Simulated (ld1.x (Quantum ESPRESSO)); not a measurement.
# What the settings do to the RRKJ potential of bismuth

Base potential:

- Element: bismuth (Bi)
- Generator: ld1.x (Quantum ESPRESSO) 7.5
- Type: norm-conserving RRKJ (Kleinman–Bylander form)
- Functional: PBE
- Relativity: fully relativistic
- Frozen core: [Xe] 4f14 5d10
- Valence charge: 5
- Reference configuration: 6s2 6p2.75 (charge +0.25)
- Partial waves: 6p (bound): rc 1.85 bohr; 6s (bound): rc 1.70 bohr
- Local potential: the s channel
- Core correction: Bessel-smoothed model core inside 1.20 bohr

Open shells are filled in proportion to 2j + 1 (rel_dist='average').

All-electron outer shells of the reference configuration (PBE, scalar-relativistic, ld1.x):

```tsv
shell	level (eV)	outermost node (bohr)	outermost maximum (bohr)
5d	-28.97	0.51	1.03
6s	-16.27	0.98	1.86
6p	-6.19	1.14	2.44
```

Cutoffs, loose and tight: the cutoffs (Ry, on a coarse ladder) from which the occupation-weighted sum of valence levels, in a spherical-Bessel basis at the reference potential, stays within 10 and 1 mRy of its value at 400 Ry. They do not see the model core or the augmentation charge, which bear on the density cutoff. Test errors are all-electron minus pseudo excitation energies from the reference, over the configurations 6s2 6p3; 6s2 6p2; 6s2 6p1; 6s2 6p2.5; 6s2 6p0; 6s1 6p0; 6s1 6p4. A dash means not determined; rows that change the core or the reference have their own tests.

A true bound ghost makes a file unfit for plane-wave use even where its test errors are small: the radial tests pick states by their node count and pass the ghost by.

```tsv
change	outcome	cutoff, loose	cutoff, tight	bound ghosts	largest test error (meV)
base	generated	35 Ry	60 Ry	none	-857
all radii but the core radius scaled by about 0.74 (s 1.26, p 1.38 bohr)	failed: compute_chi: n is too large	–	–	–	–
all radii but the core radius scaled by about 0.81 (s 1.38, p 1.50 bohr)	failed: compute_chi: n is too large	–	–	–	–
all radii but the core radius scaled by about 0.90 (s 1.52, p 1.66 bohr)	failed: compute_chi: n is too large	–	–	–	–
all radii but the core radius scaled by about 1.06 (s 1.80, p 1.96 bohr)	failed: compute_phi: phi has nodes before r_c	–	–	–	–
all radii but the core radius scaled by about 1.10 (s 1.88, p 2.04 bohr)	failed: compute_phi: phi has nodes before r_c	–	–	–	–
all radii but the core radius scaled by about 1.18 (s 2.00, p 2.18 bohr)	failed: compute_phi: phi has nodes before r_c	–	–	–	–
all radii but the core radius scaled by about 1.26 (s 2.14, p 2.34 bohr)	failed: compute_phi: phi has nodes before r_c	–	–	–	–
all radii but the core radius scaled by about 1.32 (s 2.24, p 2.44 bohr)	failed: compute_phi: phi has nodes before r_c	–	–	–	–
all radii but the core radius scaled by about 1.36 (s 2.32, p 2.52 bohr)	failed: compute_phi: phi has nodes before r_c	–	–	–	–
```

(1) What comes out with this change to the base: all radii but the core radius scaled by about 0.96 (s 1.64, p 1.78 bohr)?

Results:

(1) outcome: generated; cutoff, loose: 40 Ry; cutoff, tight: 80 Ry; bound ghosts: p3/2; largest test error (meV): -865.

Reading the sweep of the scale of all radii but the core radius (base = 1) (base included, trends over the rows without a ghost): Bound ghosts are found at 0.96. The generation fails at 0.74, 0.81, 0.9, 1.06, 1.1, 1.18, 1.26, 1.32, 1.36.
